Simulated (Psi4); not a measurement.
Pair of molecules, SMILES CO with SMILES [GeH4], pulled apart as rigid monomers along the line of their centres of mass from the B3LYP-D3(BJ)/def2-TZVP minimum (SMILES order as in the coordinates).
Starting geometry (charge 0, multiplicity 1):
```xyz
11

C     -0.4500     0.1717     0.4887
O      0.7908     0.2818     1.1747
H     -1.2532     0.7080     1.0051
H     -0.7026    -0.8870     0.4658
H     -0.3814     0.5359    -0.5415
H      1.0421     1.2101     1.2146
Ge     0.0138    -0.1018     4.2512
H     -0.5302    -1.2962     3.4585
H     -0.5792     1.2060     3.7030
H      1.5447    -0.0566     4.1873
H     -0.4202    -0.2431     5.7238
```

All values below come from SAPT0/aug-cc-pVDZ (Psi4 1.11).

```tsv
O2···Ge7 (Å)	electrostatics (meV)	exchange (meV)	induction (meV)	dispersion (meV)	total
2.88	-301.4	(withheld)	-74.9	-189.2	-75.4
3.20	-134.8	179.0	-31.3	-111.4	-98.5
3.67	-46.9	37.7	-9.4	-52.2	-70.7
4.46	-12.7	2.6	-1.9	-16.5	-28.6
5.73	-3.3	0.0	-0.3	(withheld)	-7.2
```

Q: Some entries are withheld; supply them.

A: 
- 2.88, exchange (meV): 490.1
- 5.73, dispersion (meV): -3.6
